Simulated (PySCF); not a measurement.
PySCF 2.14 output of an unrestricted PBE calculation on a single atom or ion in x2c-TZVPPall with one added diffuse shell each of s, p, d, f type (7s6p5d3f1g, 80 functions), with scalar relativity by spin-free X2C-1e:

```
SCF conv_tol = 1e-09
number electrons alpha = 14  beta = 10
    J. P. Perdew, K. Burke, and M. Ernzerhof.,  Phys. Rev. Lett. 77, 3865 (1996)
    J. P. Perdew, K. Burke, and M. Ernzerhof.,  Phys. Rev. Lett. 78, 1396 (1997)
    J. P. Perdew, K. Burke, and M. Ernzerhof.,  Phys. Rev. Lett. 77, 3865 (1996)
    J. P. Perdew, K. Burke, and M. Ernzerhof.,  Phys. Rev. Lett. 78, 1396 (1997)
cycle= 1 E= -1050.26063649092  delta_E= 0.114  |g|= 0.498  |ddm|= 1.05
cycle= 2 E= -1049.69583793312  delta_E= 0.565  |g|=  1.5  |ddm|= 1.36
cycle= 3 E= -1050.32898851632  delta_E= -0.633  |g|= 0.378  |ddm|= 0.606
cycle= 4 E= -1050.3916593024  delta_E= -0.0627  |g|= 0.0616  |ddm|= 0.505
cycle= 5 E= -1050.39141282107  delta_E= 0.000246  |g|= 0.0678  |ddm|= 0.0943
cycle= 6 E= -1050.39339485445  delta_E= -0.00198  |g|= 0.0146  |ddm|= 0.0517
cycle= 7 E= -1050.39352422761  delta_E= -0.000129  |g|= 0.00476  |ddm|= 0.0267
cycle= 8 E= -1050.39352910099  delta_E= -4.87e-06  |g|= 0.00417  |ddm|= 0.00922
cycle= 9 E= -1050.39353713174  delta_E= -8.03e-06  |g|= 0.000412  |ddm|= 0.00371
cycle= 10 E= -1050.39353720987  delta_E= -7.81e-08  |g|= 3.2e-05  |ddm|= 0.000394
cycle= 11 E= -1050.3935372103  delta_E= -4.36e-10  |g|= 3.55e-06  |ddm|= 3.86e-05
converged SCF energy = -1050.3935372103  <S^2> = 6.1800067  2S+1 = 5.0714916
```

The run itself started from symmetry-adapted Hartree-Fock orbitals and held the occupation by maximum overlap, on a logarithmic radial grid, so the iterations belong to that start.

Task: Which element, charge and spin multiplicity is this?

Result: Cr (chromium, neutral), multiplicity 5; the state was [Ar] 3d6, high-spin 5D determinant (an excited configuration).

⟨S²⟩ = 6.18 against 6.00 shows spin contamination.
